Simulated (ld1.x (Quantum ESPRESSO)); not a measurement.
**potassium, ultrasoft: configuration errors across variants**

ld1.x (Quantum ESPRESSO) 7.5 input, shortened:

```
&input
   title='K', zed=19., rel=1, dft='PZ', iswitch=3,
   config='[Ar] 3d0 4s0 4p1'
 /
 &inputp
   pseudotype=3, tm=.true., lloc=-2, rcloc=2.20,
   nlcc=.false.,
   which_augfun='PSQ', rmatch_augfun=2.15
 /
6
3S  1  0   2.00   0.00  2.30  2.60  0.0
4S  2  0   0.00   0.00  2.30  2.60  0.0
3P  2  1   6.00   0.00  2.25  2.55  0.0
4P  3  1   1.00   0.00  2.25  2.55  0.0
3D  3  2   0.00   0.00  3.40  4.45  0.0
3D  3  2   0.00   0.90  3.40  4.45  0.0
 &test
   configts(1)='3s2 3p6 3d0 4s0 4p1'
 /
```

All-electron excitation energies from the reference (eV): (1) 3s2 3p6 3d0 4s1 4p0 -1.630; (2) 3s2 3p6 3d0 4s0 4p0 2.776; (3) 3s2 3p6 3d0 4s0.5 4p0 0.079; (4) 3s2 3p6 3d0.5 4s0.5 4p0 -0.380.

The overlap operator is not positive definite (basis up to 400 Ry) in “all radii scaled by about 0.74 (s 1.92, p 1.90, d 3.30 bohr, rcut 1.70/1.66/2.52); local potential all-electron potential smoothed inside 1.64 bohr (lloc = -2); augmentation PSQ, radius 1.60 bohr”. Such files are unfit for use, however small their errors in these radial tests.

1 further variants failed, have other tests or too few solved ones, and are left out.

Errors AE − PS in meV (a dash: test not solved or not reliable):

| change | (1) | (2) | (3) | (4) | bound ghosts |
| --- | --- | --- | --- | --- | --- |
| base | -3.4 | -1.2 | -2.5 | -2.3 | none |
| all radii scaled by about 0.74 (s 1.92, p 1.90, d 3.30 bohr, rcut 1.70/1.66/2.52); local potential all-electron potential smoothed inside 1.64 bohr (lloc = -2); augmentation PSQ, radius 1.60 bohr | -3.5 | 0.0 | -3.5 | -3.1 | not determined (overlap not positive) |
| all radii scaled by about 0.91 (s 2.36, p 2.32, d 4.04 bohr, rcut 2.08/2.04/3.08); local potential all-electron potential smoothed inside 2.00 bohr (lloc = -2); augmentation PSQ, radius 1.96 bohr | -0.6 | -0.1 | -0.4 | -0.4 | none |
| all radii scaled by about 0.94 (s 2.46, p 2.40, d 4.20 bohr, rcut 2.18/2.12/3.22); local potential all-electron potential smoothed inside 2.08 bohr (lloc = -2); augmentation PSQ, radius 2.04 bohr | -1.5 | -0.4 | -1.0 | -0.9 | none |
| all radii scaled by about 1.10 (s 2.86, p 2.80, d 4.88 bohr, rcut 2.52/2.48/3.74); local potential all-electron potential smoothed inside 2.42 bohr (lloc = -2); augmentation PSQ, radius 2.36 bohr | -13 | -6.2 | -10 | -10.0 | none |
| all radii scaled by about 1.16 (s 3.02, p 2.96, d 5.18 bohr, rcut 2.68/2.62/3.96); local potential all-electron potential smoothed inside 2.56 bohr (lloc = -2); augmentation PSQ, radius 2.50 bohr | – | – | – | – | none |
| all radii scaled by about 1.30 (s 3.38, p 3.32, d 5.78 bohr, rcut 3.00/2.92/4.42); local potential all-electron potential smoothed inside 2.86 bohr (lloc = -2); augmentation PSQ, radius 2.80 bohr | – | – | – | – | none |
| all radii scaled by about 1.37 (s 3.56, p 3.48, d 6.08 bohr, rcut 3.14/3.08/4.64); local potential all-electron potential smoothed inside 3.00 bohr (lloc = -2); augmentation PSQ, radius 2.94 bohr | – | – | – | – | none |

Q: Give the same row for: all radii scaled by about 1.26 (s 3.28, p 3.22, d 5.62 bohr, rcut 2.90/2.84/4.30); local potential all-electron potential smoothed inside 2.78 bohr (lloc = -2); augmentation PSQ, radius 2.72 bohr.

A: –, –, –, –; bound ghosts: none.
